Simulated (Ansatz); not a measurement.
Ansatz (a program for electronic structure) input:

Ansatz 0.2 input:
```yaml
crystal:
  periodic: [false, false, false]
  atoms:
    - {symbol: C, position_ang: [-1.40200846, -0.06372100, -0.07884553]}
    - {symbol: C, position_ang: [-0.83433440, -1.40913212, -0.05532326]}
    - {symbol: C, position_ang: [0.49524471, -1.42546253, 0.01897867]}
    - {symbol: C, position_ang: [1.29915314, -0.11273744, 0.07200857]}
    - {symbol: S, position_ang: [0.10258685, 1.25806178, 0.01344965]}
    - {symbol: H, position_ang: [-1.94183446, 0.17935240, -0.99729568]}
    - {symbol: H, position_ang: [-2.04109697, 0.16848289, 0.77654600]}
    - {symbol: H, position_ang: [1.09880002, -2.33585798, 0.04717445]}
    - {symbol: H, position_ang: [1.89794005, -0.04271835, 0.98912731]}
    - {symbol: H, position_ang: [1.99647189, -0.03192885, -0.77165710]}
basis:
  gaussian:
    orbitals: def2-TZVP
hamiltonian:
  xc: b3lyp
  dispersion: d3bj
total_charge: -1
phonons: {temperatures: {t_min: 298.15, t_max: 298.15, t_step: 100}}
```

Predict the final energy.

-553.67525 Eh (B3LYP-D3(BJ)/def2-TZVP). The basis has 191 functions. The run takes very roughly 5 core-minutes.

It need not be the lowest isomer of its formula. Whether it binds its extra electron was not tested at this geometry.
